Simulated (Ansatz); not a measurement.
Molecule: sum formula SiN2H5Br2, net charge 1, singlet state. It need not be the lowest isomer of its formula. 
Geometry from a B3LYP-D3(BJ)/def2-TZVP (Ansatz, an electronic-structure program) optimisation:
```
Si
N 1 1.6693
H 2 1.0100 1 122.19
H 2 1.0100 3 112.58 1 160.65
N 1 1.9095 2 106.23 3 -100.60
H 5 1.0225 1 112.01 2 180.00
H 5 1.0228 6 107.60 1 -122.21
H 5 1.0228 6 107.60 7 -115.58
Br 1 2.1753 2 114.37 3 9.74
Br 1 2.1753 2 114.37 3 149.06
```
Charge +1, spin multiplicity 1.

Parts of the frozen-core correlation energy in 6-31G (Ansatz, hartree). Frozen orbitals: 35; correlated occupied orbitals by spin: 16 and 16; virtual: 48 and 48. Spin-orbit coupling is left out. Non-relativistic.

```
term                             value
-------------------------  -----------
reference (HF)             -5544.62878
MP2 opposite-spin             -0.26840
MP2 same-spin                 -0.08210
CCSD correlation              -0.38397
(T)                           -0.00816
T1 diagnostic                    0.011
largest doubles amplitude        0.037
```
